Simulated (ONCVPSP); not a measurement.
# promethium (Pm): ONCV pseudisation with LDA (Perdew-Zunger), scalar-relativistic reference atom.

Pm, optimised norm-conserving Vanderbilt (ONCV), made with ONCVPSP 4.0.1 (LDA (Perdew-Zunger), scalar-relativistic). Core [Kr] 4d10, reference 4f5 5s2 5p6 6s1 6p1. Waves: 5s+6s: rc 2.60 bohr, ncon 3, nbas 8, qcut 5.1 1/bohr, 2 projectors; 5p+6p: rc 2.70 bohr, ncon 5, nbas 10, qcut 6.5 1/bohr, 2 projectors; d scattering state at 0.05 Ha: rc 2.65 bohr, ncon 4, nbas 9, qcut 3.8 1/bohr, 2 projectors, debl 3.7 Ha; 4f: rc 1.70 bohr, ncon 4, nbas 8, qcut 11.2 1/bohr, 2 projectors, debl 1.7 Ha. Local part: polynomial inside 1.70 bohr (lpopt 4, dvloc0 0 Ha). Core correction: Teter function, fcfact 1.75, rcfact 1.5.

All-electron outer shells of the reference configuration (LDA (Perdew-Zunger), scalar-relativistic, ld1.x):

```tsv
shell	level (eV)	outermost node (bohr)	outermost maximum (bohr)
4d	-123.88	0.29	0.60
5s	-43.27	0.70	1.29
5p	-24.02	0.75	1.46
6s	-4.40	1.73	3.58
4f	-3.59	–	0.64
6p	-1.84	2.08	4.84
```

Results:

* Cutoffs needed: 49 Ha and 55 Ha (the cutoffs (Ha) at which the residual kinetic energy of the hardest occupied pseudo-wave falls to 1 and 0.1 mHa per electron)
* Ghost test: no bound ghost flagged; no localised positive-energy state flagged
* Configuration tests: tests left out (the all-electron energies of this program are off by 10 to 40 meV for near-neutral 4f atoms)
* rms error of d²Exc/dni dnj: 6.79 mHa without and 4.04 mHa with the model core

Generation and tests took about 7.5 s on one core of a shared server CPU.
